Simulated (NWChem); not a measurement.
Species: SiH3F; SMILES F[SiH3]

```xyz
5

Si     0.0000     0.0000    -0.4590
F      0.0000     0.0000     1.1655
H      0.9981     0.9981    -0.9329
H      0.3653    -1.3634    -0.9329
H     -1.3634     0.3653    -0.9329
```
Atoms are numbered in this order, from 1.

All runs: NWChem. Coordinates come from a PBE0/def2-SVP optimisation. Level: PBE0/def2-SVP with SMD (1 M gas to 1 M solution), gas-phase geometry. Reactions with the solvent are ignored.

**Question.** Estimate the computed values for solvent n-hexane. Quantities: solvation free energy (kcal/mol); cavity-dispersion-structure term (kcal/mol); dipole in solution (D).

**Answer.** The solvation free energy (kcal/mol) comes out as -0.8 and the cavity-dispersion-structure term (kcal/mol) is -0.2. The dipole in solution (D) is 1.53.
